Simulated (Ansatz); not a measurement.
Te3Pt2. Charge 0, multiplicity 1. Geometry PBE-D4/def2-SVP.

Cartesian coordinates in Å:
```
Pt -1.943 0.758 0.363
Pt 0.578 -0.176 -0.038
Te 2.785 -1.162 -0.625
Te 0.013 1.374 1.891
Te -1.433 -0.795 -1.592
```

In the def2 sets Pt, Te take a core potential; there is no spin–orbit coupling. The restricted singlet is unstable towards broken spin symmetry in Hartree–Fock (as tested in another run); at r2SCAN-D4/def2-TZVP, B97M-V/def2-TZVP, PBE0-D4/def2-SVP, PBE0-D4/def2-TZVP and others this wasn't settled. At r2SCAN-D4/def2-TZVP, B97M-V/def2-TZVP an occupied level lies above an empty one. The structure comes from a short search, and lower isomers may exist.

(1) Estimate the orbital energies around the gap (eV) in Ansatz with r2SCAN-D4/def2-TZVP, B97M-V/def2-TZVP, PBE0-D4/def2-SVP, PBE0-D4/def2-TZVP, r2SCAN0-D4/def2-TZVP.

Results:

(1) 
```
orbital  r2SCAN-D4/def2-TZVP  B97M-V/def2-TZVP  PBE0-D4/def2-SVP  PBE0-D4/def2-TZVP  r2SCAN0-D4/def2-TZVP
 HOMO−9                -8.13             -8.03             -9.18              -9.09                 -9.32
 HOMO−8                -7.36             -7.22             -8.46              -8.38                 -8.59
 HOMO−7                -7.36             -7.22             -8.36              -8.28                 -8.50
 HOMO−6                -7.10             -7.00             -8.17              -8.12                 -8.35
 HOMO−5                -6.98             -6.81             -7.95              -7.89                 -8.09
 HOMO−4                -6.98             -6.79             -7.66              -7.65                 -7.82
 HOMO−3                -6.49             -6.36             -7.51              -7.46                 -7.67
 HOMO−2                -6.17             -6.06             -6.93              -6.92                 -7.09
 HOMO−1                -5.56             -5.42             -6.12              -6.11                 -6.24
   HOMO                -5.13             -5.03             -5.74              -5.72                 -5.85
   LUMO                -5.18             -5.05             -4.86              -4.83                 -4.95
 LUMO+1                -4.51             -4.41             -4.07              -4.03                 -4.09
 LUMO+2                -4.40             -4.28             -3.96              -3.91                 -3.95
 LUMO+3                -2.50             -2.43             -1.85              -1.89                 -1.81
 LUMO+4                -0.29             -0.45              0.28               0.15                  0.27
 LUMO+5                -0.21             -0.28              0.45               0.20                  0.46
```
